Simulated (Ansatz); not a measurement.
Born–Oppenheimer molecular dynamics of CH$_{5}$AlF$_{2}$O (10 atoms, charge 0, multiplicity 1). It starts at the highest image of a converged band. Of that band: A vibrational analysis at the climbing image gives 2 clearly imaginary modes (1314i, 95i cm⁻¹): a point of higher order, so a lower path passes nearby.

Level of theory: Ansatz 0.2.0, RKS B3LYP/def2-SVP.

```json
{"ensemble": "NVE (velocity Verlet)", "time step": "0.5 fs", "steps asked": "200", "starting velocities drawn for": "100 K", "seed": "10899"}
```

First frame:

```xyz
10
Properties=species:S:1:pos:R:3
Al -0.062 -1.013 0.251
C 0.799 0.819 -0.313
F -0.314 -2.005 -1.064
F 0.649 -1.656 1.609
H -0.613 0.697 0.115
O -1.522 0.050 0.597
H 1.055 1.628 0.390
H 1.735 0.225 -0.395
H 0.643 1.240 -1.319
H -2.369 0.015 0.129
```

Question: How far do the bonds stretch over the last three quarters of this one trajectory? (Pairs bonded in most of those frames.)

Answer: 
| bond | mean (Å) | spread (Å) | shortest | longest |
| --- | --- | --- | --- | --- |
| Al1–F3 | 1.660 | 0.034 | 1.60 | 1.71 |
| Al1–F4 | 1.661 | 0.031 | 1.60 | 1.71 |
| Al1–O6 | 1.673 | 0.039 | 1.62 | 1.75 |
| C2–H5 | 1.116 | 0.075 | 0.99 | 1.23 |
| C2–H7 | 1.101 | 0.020 | 1.06 | 1.14 |
| C2–H8 | 1.109 | 0.037 | 1.04 | 1.17 |
| C2–H9 | 1.102 | 0.027 | 1.04 | 1.17 |
| O6–H10 | 0.958 | 0.004 | 0.95 | 0.97 |

Mean temperature of the second half: 857 K. The conserved energy stayed within 0.39 meV per atom of its start (net change -0.041 meV per atom), so the integration is sound. The kinetic energy rose, since the run started high on the potential surface and went downhill. It ends in pieces (AlF2HO + CH4), so much of that is their flight and rotation, not heat. A run of 0.1 ps of so small a system gives no equilibrium averages. The orbitals stay closed-shell, which can raise the energy where a bond breaks towards radicals; this wasn't checked here.

Run time: 3.1 min on 2 threads of AMD EPYC 9R45 96-Core Processor (Zen 5), on a shared host, peak memory 0.22 GiB.
